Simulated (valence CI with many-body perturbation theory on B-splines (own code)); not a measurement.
**E1 line list for Pd XXXIX**

Computed by configuration interaction combined with many-body perturbation theory (CI+MBPT): six valence electrons over a frozen Dirac-Fock core [He], radial functions for each j: 9 s, 9 p, 8 d, 6 f, 3 g, 1 h, with the one-electron correlation potential Σ1, the two-electron term Σ2, the three-electron term Σ3, Breit, model QED; selected CI, second order for the rest, scaled by the run's own slope (own B-spline code, finite nucleus).

No measured spectrum was set against this ion. As an estimate, large intervals hold to a few tenths of a per cent, small ones and those within an open d or f shell to about a per cent. Among the levels kept, up to 2200 cm⁻¹ of a level comes from second order outside the variational space, and about a tenth of that is noise between levels of different J, which matters for small intervals.

Lines 201 to 225 of 225 in falling wavelength, among levels below 3521.6 eV, chosen from the strongest by gf and those to the six lowest levels. Wavelengths and rates use the calculated energies. Electric multipoles are in the length gauge, E1 and E2 with the static RPA response of the core. Weak lines are less certain than strong ones. Lines between different terms over intervals too small for the method are left out, as are lines whose strength nearly cancels. The highest levels of a list are the least certain.

Levels are named by their leading jj configuration (3d3/2^4 stands for four electrons in 3d with j = 3/2), which in mixed levels can hold well under half, so a name can repeat and another be missing. Letters in brackets count levels of one name in rising energy.

```tsv
λ vac (nm)	Upper	Lower	A (s⁻¹)	S (a.u.)
0.3706	(2s^2 2p1/2^2 2p3/2 3d5/2) J=3	(2s^2 2p1/2^2 2p3/2^2) J=2	2.42e+14	4.26e-02
0.3705	(2s^2 2p1/2 2p3/2^2 3d3/2) J=2 [c]	(2s^2 2p1/2 2p3/2^3) J=1	5.05e+13	6.34e-03
0.3702	(2s^2 2p1/2 2p3/2^2 3d5/2) J=1 [b]	(2s^2 2p1/2 2p3/2^3) J=1	5.21e+13	3.91e-03
0.3701	(2s^2 2p1/2^2 2p3/2 3d5/2) J=1	(2s^2 2p1/2^2 2p3/2^2) J=2	9.80e+12	7.36e-04
0.3692	(2s^2 2p1/2 2p3/2^2 3d5/2) J=2 [b]	(2s^2 2p1/2 2p3/2^3) J=1	2.18e+12	2.71e-04
0.3607	(2s^2 2p1/2 2p3/2^2 3d3/2) J=1 [a]	(2s^2 2p1/2^2 2p3/2^2) J=0	3.32e+12	2.31e-04
0.3587	(2s^2 2p3/2^3 3s) J=1	(2s^2 2p1/2^2 2p3/2^2) J=0	5.01e+10	3.42e-06
0.3583	(2s^2 2p1/2 2p3/2^2 3d5/2) J=1 [a]	(2s^2 2p1/2^2 2p3/2^2) J=0	1.31e+12	8.92e-05
0.3576	(2s^2 2p1/2 2p3/2^2 3d3/2) J=1 [a]	(2s^2 2p1/2^2 2p3/2^2) J=2	1.38e+13	9.32e-04
0.3574	(2s^2 2p1/2 2p3/2^2 3d3/2) J=2 [a]	(2s^2 2p1/2^2 2p3/2^2) J=2	2.46e+13	2.77e-03
0.3572	(2s^2 2p1/2 2p3/2^2 3d3/2) J=1 [b]	(2s^2 2p1/2^2 2p3/2^2) J=0	1.02e+13	6.86e-04
0.3570	(2s^2 2p1/2 2p3/2^2 3d3/2) J=3 [a]	(2s^2 2p1/2^2 2p3/2^2) J=2	4.40e+13	6.91e-03
0.3564	(2s^2 2p1/2 2p3/2^2 3d5/2) J=3 [a]	(2s^2 2p1/2^2 2p3/2^2) J=2	3.10e+12	4.84e-04
0.3562	(2s^2 2p1/2 2p3/2^2 3d5/2) J=1 [b]	(2s^2 2p1/2^2 2p3/2^2) J=0	2.08e+13	1.39e-03
0.3561	(2s^2 2p3/2^3 3s) J=2	(2s^2 2p1/2^2 2p3/2^2) J=2	4.46e+12	4.97e-04
0.3556	(2s^2 2p3/2^3 3s) J=1	(2s^2 2p1/2^2 2p3/2^2) J=2	2.64e+12	1.76e-04
0.3553	(2s^2 2p1/2 2p3/2^2 3d5/2) J=1 [a]	(2s^2 2p1/2^2 2p3/2^2) J=2	3.68e+13	2.44e-03
0.3551	(2s^2 2p1/2 2p3/2^2 3d3/2) J=2 [b]	(2s^2 2p1/2^2 2p3/2^2) J=2	1.34e+14	1.48e-02
0.3549	(2s^2 2p1/2 2p3/2^2 3d3/2) J=3 [b]	(2s^2 2p1/2^2 2p3/2^2) J=2	2.20e+14	3.39e-02
0.3542	(2s^2 2p1/2 2p3/2^2 3d3/2) J=1 [b]	(2s^2 2p1/2^2 2p3/2^2) J=2	1.60e+14	1.05e-02
0.3540	(2s^2 2p1/2 2p3/2^2 3d5/2) J=2 [a]	(2s^2 2p1/2^2 2p3/2^2) J=2	8.73e+13	9.56e-03
0.3534	(2s^2 2p1/2 2p3/2^2 3d3/2) J=2 [c]	(2s^2 2p1/2^2 2p3/2^2) J=2	1.68e+11	1.83e-05
0.3531	(2s^2 2p1/2 2p3/2^2 3d5/2) J=1 [b]	(2s^2 2p1/2^2 2p3/2^2) J=2	3.10e+13	2.02e-03
0.3526	(2s^2 2p1/2 2p3/2^2 3d5/2) J=3 [b]	(2s^2 2p1/2^2 2p3/2^2) J=2	7.62e+12	1.15e-03
0.3522	(2s^2 2p1/2 2p3/2^2 3d5/2) J=2 [b]	(2s^2 2p1/2^2 2p3/2^2) J=2	8.09e+11	8.72e-05
```
